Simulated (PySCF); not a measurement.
## Assignment exercise: C5H9N3

Molfile (atoms numbered from 1):
```
C5H9N3
     RDKit          3D

 17 17  0  0  0  0  0  0  0  0999 V2000
   -1.1913    0.6227   -1.1838 C   0  0  0  0  0  0  0  0  0  0  0  0
   -0.6619   -0.3461   -0.1276 C   0  0  0  0  0  0  0  0  0  0  0  0
   -1.2880   -0.0835    1.2410 C   0  0  0  0  0  0  0  0  0  0  0  0
    0.7782   -0.2512   -0.0427 N   0  0  0  0  0  0  0  0  0  0  0  0
    1.5417    0.8220    0.3032 C   0  0  0  0  0  0  0  0  0  0  0  0
    2.8033    0.5184    0.2631 N   0  0  0  0  0  0  0  0  0  0  0  0
    2.9038   -0.7666   -0.1112 N   0  0  0  0  0  0  0  0  0  0  0  0
    1.7010   -1.2196   -0.2916 C   0  0  0  0  0  0  0  0  0  0  0  0
   -0.7117    0.4394   -2.1430 H   0  0  0  0  0  0  0  0  0  0  0  0
   -2.2639    0.4922   -1.2991 H   0  0  0  0  0  0  0  0  0  0  0  0
   -0.9971    1.6516   -0.8901 H   0  0  0  0  0  0  0  0  0  0  0  0
   -0.8856   -1.3747   -0.4356 H   0  0  0  0  0  0  0  0  0  0  0  0
   -1.0958    0.9382    1.5599 H   0  0  0  0  0  0  0  0  0  0  0  0
   -2.3628   -0.2343    1.1887 H   0  0  0  0  0  0  0  0  0  0  0  0
   -0.8764   -0.7624    1.9848 H   0  0  0  0  0  0  0  0  0  0  0  0
    1.1493    1.7813    0.5697 H   0  0  0  0  0  0  0  0  0  0  0  0
    1.4502   -2.2152   -0.5952 H   0  0  0  0  0  0  0  0  0  0  0  0
  1  2  1  0
  2  3  1  0
  2  4  1  0
  4  5  1  0
  5  6  2  0
  6  7  1  0
  7  8  2  0
  8  4  1  0
  1  9  1  0
  1 10  1  0
  1 11  1  0
  2 12  1  0
  3 13  1  0
  3 14  1  0
  3 15  1  0
  5 16  1  0
  8 17  1  0
M  END
```

[PySCF: σ from GIAO-PBE0/pcSseg-1; GFN2-xTB geometry; J couplings at B3LYP/pcJ-1 (spin–dipole term only in couplings to heteroatoms); no solvent; a single conformation; equivalent nuclei averaged; relativity neglected]

Referencing at the same level of theory: 13C (σref 186.93), 1H (σref 31.72) vs TMS.

Task: Assign these signals to the numbered atoms. 13C{1H} NMR (computed): δ 143.2 (CH), 49.5 (CH), 27.2 (CH3).

Result: 
```tsv
δ (ppm)	atoms	environment	reason
143.2	C5/C8	aromatic CH between two ring heteroatoms	–
49.5	C2	sp3 CH bonded to N	the inductive effect lowers its shielding
27.2	C1/C3	methyl carbon	saturated and bonded to C and H only
```

Task: Assign these signals to the numbered atoms. 1H NMR (300 MHz, computed): δ 7.88 (s, 2H), 4.17 (sept, J = 7.1 Hz, 1H), 1.53 (d, J = 7.1 Hz, 6H).

Result: 
```tsv
δ (ppm)	atoms	environment	reason
7.88	H16/H17	hydrogen on an aromatic CH between two ring heteroatoms	the ring current deshields protons in the ring plane
4.17	H12	hydrogen on an sp3 CH bonded to N	its carbon carries N, an electronegative neighbour
1.53	H9/H10/H11/H13/H14/H15	hydrogen on a methyl carbon	–
```

Multiplet labels drop couplings under 1 Hz and merge nearly equal ones. Unscaled 3J(H,H) at this level run about 10 % above measured values. Shifts are as computed. Against solution values, carbons near 30 ppm lie about +3 ppm off and those near 130 ppm about +5 ppm. Of 1211 compounds with measured shifts, 218 miss one by over three times the rms of a fit or turn the order of signals round; such compounds aren't used in these exercises.
